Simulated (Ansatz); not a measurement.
`FB(F)[SiH3]`, relaxed with RKS PBE-D4/def2-SVP in Ansatz 0.2.0 from a rough embedded geometry. The force threshold is 0.03 eV/Å; the program also tests the step.

Charge 0, multiplicity 1.

Start:

```xyz
7

F    -1.827   -1.339    0.027
B    -0.493   -0.874   -0.456
F     0.175   -1.599   -1.519
Si    0.328    0.646    0.361
H    -0.452    1.233    1.391
H     0.620    1.690   -0.716
H     1.650    0.242    0.911
```

```
step  energy (eV)  largest force (eV/Å)  largest move (Å)
   1  -14020.7262                 4.307             0.000
   2  -14021.4218                 2.431             0.118
   3  -14021.4883                 1.710             0.125
   4  -14021.5581                 0.831             0.122
   5  -14021.6056                 0.315             0.200
   6  -14021.6146                 0.057             0.034
   7  -14021.6153                 0.013             0.018
```

End:

```xyz
7

F    -1.801   -1.279   -0.214
B    -0.539   -0.947   -0.473
F     0.113   -1.725   -1.335
Si    0.374    0.675    0.362
H    -0.427    1.238    1.502
H     0.534    1.741   -0.692
H     1.747    0.297    0.851
```

Hardware: 4 threads of an Arm Neoverse N1 on a shared host. Wall time 8 s, peak host memory 0.15 GiB.
